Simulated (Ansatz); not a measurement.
Steps of a relaxation of `OCN[SiH2]O` with RKS PBE-D4/def2-SVP.

```sh
$ ansatz run in.yaml --threads 4 --pin off --events-out ev --progress --plain --max-ram 10444MiB
```

```yaml
crystal:
  periodic: [false, false, false]
  atoms:
    - {symbol: O, position_ang: [-2.038300, -0.969800, 0.693000]}
    - {symbol: C, position_ang: [-1.016800, -0.613000, -0.180100]}
    - {symbol: N, position_ang: [-0.053100, 0.071400, 0.590900]}
    - {symbol: Si, position_ang: [1.600500, 0.465700, 0.060200]}
    - {symbol: O, position_ang: [1.269000, 1.611400, -1.091500]}
    - {symbol: H, position_ang: [-2.805300, -1.235600, 0.113800]}
    - {symbol: H, position_ang: [-1.361000, 0.027400, -0.985300]}
    - {symbol: H, position_ang: [-0.598800, -1.531400, -0.609200]}
    - {symbol: H, position_ang: [0.043800, -0.411700, 1.529900]}
    - {symbol: H, position_ang: [2.297300, 1.007500, 1.218000]}
    - {symbol: H, position_ang: [2.128900, -0.749300, -0.505900]}
    - {symbol: H, position_ang: [0.610900, 2.272400, -0.799700]}
basis:
  gaussian: {orbitals: def2-SVP}
hamiltonian: {xc: pbe, dispersion: d4}
relax: {f_tol: 0.03, max_steps: 200}
```

Positions (Å) and forces (eV/Å) along the path, 11 of 23 steps:

```xyz
12
step=1 energy=-14594.2308 eV
O    -2.038   -0.970    0.693   -1.976   -0.377   -0.227
C    -1.017   -0.613   -0.180    0.344   -0.549    0.442
N    -0.053    0.071    0.591    1.812    0.332    2.395
Si    1.601    0.466    0.060   -2.739    0.333    0.104
O     1.269    1.611   -1.091    0.516    0.605   -0.962
H    -2.805   -1.236    0.114    0.679    0.160    0.785
H    -1.361    0.027   -0.985   -0.248    0.648   -0.901
H    -0.599   -1.531   -0.609    0.330   -0.790   -0.795
H     0.044   -0.412    1.530   -0.463    0.455   -0.851
H     2.297    1.008    1.218    0.569    0.085    0.722
H     2.129   -0.749   -0.506    1.017   -0.664   -0.754
H     0.611    2.272   -0.800    0.161   -0.239    0.043
12
step=6 energy=-14594.8048 eV
O    -2.257   -0.604    0.566    0.099   -0.195   -0.343
C    -1.022   -0.758   -0.127    0.011    0.051    0.080
N     0.005   -0.099    0.644   -0.125   -0.177   -0.086
Si    1.507    0.506    0.001   -0.001    0.035   -0.019
O     1.267    1.777   -1.073   -0.043    0.040    0.015
H    -2.864   -1.258    0.160    0.037    0.167    0.175
H    -1.045   -0.278   -1.143    0.032   -0.068    0.105
H    -0.808   -1.857   -0.289   -0.053    0.170    0.047
H    -0.015   -0.397    1.626    0.047    0.030    0.003
H     2.298    0.870    1.231   -0.010   -0.009   -0.007
H     2.269   -0.477   -0.848   -0.018    0.038    0.019
H     0.742    2.518   -0.716    0.024   -0.082    0.010
12
step=7 energy=-14594.8185 eV
O    -2.259   -0.459    0.478    0.341   -0.420   -0.487
C    -0.993   -0.804   -0.124   -0.349   -0.012   -0.055
N     0.053   -0.182    0.638    0.048   -0.130   -0.022
Si    1.520    0.508   -0.017   -0.122    0.090    0.032
O     1.194    1.810   -1.036   -0.055    0.024    0.087
H    -2.917   -1.116    0.153    0.338    0.294    0.133
H    -0.903   -0.412   -1.185   -0.107   -0.203    0.406
H    -0.889   -1.938   -0.178   -0.091    0.465    0.062
H     0.021   -0.412    1.639    0.006    0.001   -0.134
H     2.312    0.863    1.217   -0.012   -0.015   -0.034
H     2.321   -0.408   -0.909   -0.097    0.080    0.052
H     0.618    2.495   -0.642    0.101   -0.174   -0.040
12
step=8 energy=-14594.8258 eV
O    -2.237   -0.372    0.390    0.047    0.152   -0.039
C    -1.005   -0.851   -0.133    0.041   -0.280   -0.023
N     0.094   -0.264    0.579   -0.182    0.117    0.071
Si    1.504    0.558   -0.029    0.464   -0.683    0.046
O     1.215    1.893   -0.991   -0.143    0.122   -0.058
H    -2.912   -1.047    0.190    0.039    0.051    0.006
H    -0.885   -0.608   -1.222    0.011   -0.018    0.106
H    -0.997   -1.975   -0.042    0.073    0.122   -0.083
H     0.016   -0.399    1.593    0.052    0.023   -0.051
H     2.335    0.796    1.200   -0.149    0.195    0.166
H     2.365   -0.298   -0.915   -0.139    0.008   -0.150
H     0.583    2.511   -0.587   -0.115    0.190    0.009
12
step=10 energy=-14594.8877 eV
O    -2.141   -0.191    0.253    0.165   -0.340   -0.154
C    -0.953   -0.911   -0.116   -0.168    0.050   -0.101
N     0.168   -0.371    0.587    0.018   -0.119    0.194
Si    1.521    0.530   -0.048   -0.091    0.033   -0.008
O     1.071    1.895   -0.928   -0.114    0.035    0.134
H    -2.901   -0.788    0.098    0.175    0.130    0.000
H    -0.736   -0.815   -1.217   -0.100   -0.056    0.220
H    -1.089   -2.015    0.097    0.010    0.331   -0.019
H     0.075   -0.433    1.608    0.020    0.007   -0.152
H     2.308    0.842    1.202    0.021   -0.022   -0.065
H     2.338   -0.247   -1.043   -0.057    0.059    0.060
H     0.415    2.449   -0.460    0.121   -0.108   -0.109
12
step=11 energy=-14594.9036 eV
O    -2.095   -0.133    0.206    0.285   -0.278   -0.125
C    -0.935   -0.927   -0.107   -0.257    0.101   -0.056
N     0.198   -0.418    0.597    0.067   -0.092    0.152
Si    1.516    0.530   -0.046   -0.143    0.098   -0.094
O     1.009    1.892   -0.906    0.027   -0.105    0.122
H    -2.880   -0.689    0.037    0.076    0.044   -0.021
H    -0.695   -0.890   -1.206   -0.087   -0.027    0.195
H    -1.132   -2.008    0.151    0.042    0.270   -0.026
H     0.098   -0.460    1.618    0.001   -0.001   -0.115
H     2.329    0.846    1.184    0.008   -0.012   -0.036
H     2.325   -0.217   -1.067   -0.038    0.037    0.042
H     0.341    2.418   -0.428    0.019   -0.035   -0.037
12
step=12 energy=-14594.9201 eV
O    -2.045   -0.089    0.207   -0.013   -0.052   -0.069
C    -0.918   -0.918   -0.087   -0.096   -0.056    0.000
N     0.234   -0.456    0.619   -0.043    0.023   -0.080
Si    1.516    0.529   -0.041   -0.013    0.062    0.036
O     0.980    1.898   -0.861   -0.298    0.024    0.110
H    -2.849   -0.573   -0.075    0.179    0.089    0.037
H    -0.680   -0.908   -1.181    0.008   -0.019    0.042
H    -1.149   -1.980    0.189    0.001    0.030   -0.017
H     0.136   -0.504    1.637    0.009    0.010    0.015
H     2.356    0.837    1.169    0.036   -0.009    0.002
H     2.311   -0.195   -1.084    0.011   -0.006   -0.001
H     0.184    2.302   -0.457    0.220   -0.095   -0.076
12
step=15 energy=-14594.9810 eV
O    -1.789    0.147    0.083   -0.220   -0.236   -0.166
C    -0.857   -0.946   -0.051   -0.049   -0.018    0.022
N     0.356   -0.632    0.637   -0.156   -0.046   -0.075
Si    1.492    0.526   -0.037   -0.082    0.198   -0.089
O     0.705    1.833   -0.760   -0.520   -0.016    0.354
H    -2.646   -0.130   -0.320    0.404    0.113    0.151
H    -0.606   -1.130   -1.129   -0.076    0.026    0.089
H    -1.308   -1.894    0.354    0.082    0.206   -0.064
H     0.243   -0.625    1.655    0.027    0.012    0.019
H     2.380    0.888    1.125   -0.012    0.007   -0.007
H     2.306   -0.079   -1.144   -0.014    0.002    0.021
H    -0.198    1.986   -0.378    0.617   -0.245   -0.253
12
step=18 energy=-14595.0363 eV
O    -1.675    0.259    0.108   -0.046    0.031   -0.025
C    -0.836   -0.911   -0.043    0.109   -0.110    0.044
N     0.413   -0.701    0.614   -0.129   -0.036    0.015
Si    1.496    0.541   -0.021   -0.116    0.086   -0.111
O     0.565    1.764   -0.699    0.058   -0.033    0.014
H    -2.515    0.101   -0.367    0.028    0.005    0.001
H    -0.646   -1.111   -1.126   -0.023    0.012    0.018
H    -1.360   -1.804    0.379    0.025    0.048   -0.015
H     0.330   -0.732    1.636    0.002   -0.010   -0.013
H     2.334    0.960    1.158    0.028   -0.013   -0.053
H     2.354   -0.012   -1.126    0.057    0.010    0.067
H    -0.381    1.592   -0.479    0.006    0.010    0.057
12
step=19 energy=-14595.0360 eV rejected
O    -1.674    0.257    0.097    0.008    0.026    0.027
C    -0.833   -0.918   -0.041   -0.086   -0.066    0.033
N     0.410   -0.711    0.617    0.054    0.176   -0.052
Si    1.478    0.544   -0.030    0.266   -0.172    0.023
O     0.562    1.769   -0.706   -0.077    0.030    0.019
H    -2.506    0.099   -0.390    0.007    0.012   -0.014
H    -0.642   -1.119   -1.124   -0.024   -0.041    0.020
H    -1.363   -1.799    0.392   -0.003   -0.027   -0.055
H     0.329   -0.724    1.638   -0.028   -0.028    0.013
H     2.335    0.951    1.138    0.001    0.026    0.010
H     2.353   -0.009   -1.121   -0.008    0.009    0.013
H    -0.372    1.605   -0.436   -0.110    0.056   -0.035
12
step=23 energy=-14595.0406 eV
O    -1.681    0.256    0.104   -0.008   -0.003    0.002
C    -0.840   -0.919   -0.035    0.007    0.009   -0.007
N     0.408   -0.700    0.613    0.000    0.005   -0.003
Si    1.489    0.543   -0.030   -0.004   -0.003    0.006
O     0.557    1.765   -0.698    0.007    0.003   -0.007
H    -2.497    0.112   -0.415    0.001    0.001   -0.001
H    -0.661   -1.128   -1.118   -0.002   -0.005    0.005
H    -1.362   -1.803    0.401    0.001    0.001    0.001
H     0.339   -0.742    1.634    0.002   -0.004    0.001
H     2.342    0.959    1.139    0.001   -0.002    0.000
H     2.365   -0.003   -1.121    0.001    0.002   -0.001
H    -0.382    1.606   -0.439   -0.005   -0.003    0.003
```

Hardware: 4 threads of an Arm Neoverse V2 on a shared host. Wall time 24 s, peak host memory 0.15 GiB.
